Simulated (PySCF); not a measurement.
C$_{3}$H$_{5}$ (SMILES [CH2]C=C), doublet, geometry from GFN2-xTB. Base run: PySCF with PBE0/3-21G.

Geometry (Å):
```xyz
8

C      1.2193    -0.0126    -0.1519
C     -0.0504     0.4209     0.1362
H      1.3964    -1.0203    -0.4849
H      2.0718     0.6342    -0.0555
H     -0.1729     1.4451     0.4677
C     -1.1749    -0.3585     0.0318
H     -2.1506     0.0242     0.2686
H     -1.1090    -1.3823    -0.2927
```
Charge 0, spin multiplicity 2.
Orbitals are unrestricted.
All else is at PySCF's defaults.

Variants of this job, named by their change:

```tsv
change	E (Eh)	HOMO (eV)	dipole (D)	<S^2>	core-seconds (rough)
base	-116.46596	-5.60	0.04	0.788	5
functional = pbe; dispersion = d3bjm	-116.45031	-4.28	0.05	0.765	6
functional = b97m_v	-116.61853	-4.56	0.04	0.776	200
functional = b3lyp5	-116.53550	-5.13	0.05	0.779	7
functional = wb97x	-116.57706	-7.82	0.04	0.798	8
functional = camb3lyp	-116.53863	-6.81	0.05	0.794	9
functional = bhandhlyp	-116.53939	-6.69	0.05	0.817	7
functional = pbe	-116.44494	-4.28	0.05	0.765	5
functional = hse06	-116.47619	-5.20	0.04	0.789	10
functional = hf	-115.82249	-9.12	0.03	0.958	0.4
functional = mn12l	-116.38251	-4.45	0.07	0.779	8
functional = lc_wpbe	-116.52737	-8.40	0.02	0.819	10
functional = o3lyp	-116.57059	-4.79	0.04	0.774	6
```

Total energies compare only within one method and basis.

Open shells are given as the SCF converged; they aren't shown to be the lowest states, and a large step between rows can be another state.
